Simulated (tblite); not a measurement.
Compound: C₆H₈F₃P.
Z-matrix (Å and degrees, GFN2-xTB geometry), rows numbered from 1:
```
C 
C   1  1.4909
C   2  1.3292  1  127.54
C   3  1.4938  2  118.21  1  -179.32
C   4  1.5376  3  108.07  2   -10.29
P   2  1.8356  1  119.81  3   179.09
C   6  1.9048  2   94.77  1    90.04
F   7  1.3437  6  115.08  2    47.35
F   7  1.3434  6  110.49  2   167.64
F   7  1.3415  6  111.08  2   -73.73
H   1  1.0900  2  110.11  3  -120.35
H   1  1.0877  2  110.78  3     0.47
H   1  1.0904  2  110.21  3   121.08
H   3  1.0797  2  122.94  1    -0.94
H   4  1.0919  3  110.81  2  -131.91
H   4  1.0933  3  108.85  2   110.28
H   5  1.0915  4  113.03  3   136.82
H   5  1.0928  4  110.55  3  -102.69
```

Method: GFN2-xTB as coded in tblite; computed harmonic values from a numerical Hessian at the method's own geometry, unscaled. Against measured fundamentals such values can be off by several per cent, at times by over 20. One conformer, not necessarily the lowest.

Harmonic wavenumbers (cm⁻¹): 37.8, 88.6, 108.1, 131.5, 157.7, 223.1, 238.2, 253.3, 298.1, 371.5, 444.3, 451.4, 475.6, 498.5, 631.1, 652.9, 660.1, 717.1, 784.3, 811.9, 941.9, 947.1, 1008.4, 1026.2, 1040.1, 1047.0, 1076.6, 1086.7, 1105.2, 1142.9, 1173.7, 1227.4, 1251.7, 1294.1, 1401.0, 1436.7, 1464.2, 1468.5, 1471.7, 1688.2, 2948.2, 2963.6, 2975.8, 2980.5, 2996.8, 3011.5, 3035.7, 3079.4.

A = 1591, B = 1078, C = 865.6 MHz; mass 168.032 u (most abundant isotopes); point group C1, symmetry number 1.

Q: What is the zero-point energy?

A: ½Σν̃ = 28163 cm⁻¹ = 336.90 kJ/mol.

Q: What is S at 298.15 K and 1 bar for an ideal gas of classical rigid rotors and harmonic oscillators?

A: Translation 172.76, rotation 124.52, vibration 132.54: S = 429.8 J/(mol K).

Q: And Cp and H(298.15 K) − H(0)?

A: Cp = 171.51 J/(mol K), of which vibrations give 138.26 (their classical limit is 48 R = 399.1); H(298.15 K) − H(0) = 30.91 kJ/mol without the zero-point energy, 21.00 from vibrations.

Q: Blend soft modes into free rotors: weight 1/[1 + (100 cm⁻¹/ν̃)⁴] for the oscillator and the rest for a rotor with moment μB/(μ + B), μ = h/(8π²ν), B = 10⁻⁴⁴ kg m². What vibrational entropy results?

A: 123.06 J/(mol K) in place of 132.54, which changes −T·S at 298.15 K by +2.83 kJ/mol.

Q: How do the functions run with temperature in this model?

A: 
```
T (K)  S (J/(mol K))  Cp (J/(mol K))  H − H(0) (kJ/mol)  G − H(0) (kJ/mol)  ln q(vib)
  100          298.9            82.8               5.60             -24.29       1.83
  200          370.5           128.3              16.19             -57.91       4.67
  300          430.9           172.3              31.23             -98.04       7.52
  500          537.3           246.2              73.53            -195.13      13.11
  800          669.0           312.5             158.35            -376.84      20.95
 1000          741.8           339.9             223.74            -518.09      25.72
```

q(vib) and H(0) count from the zero-point level.

Hindered rotation and anharmonicity are outside this model. Other conformers, if any are populated, would add a mixing term that is left out. The structure is chiral; the term R ln 2 for an equal mix with its mirror image is left out.
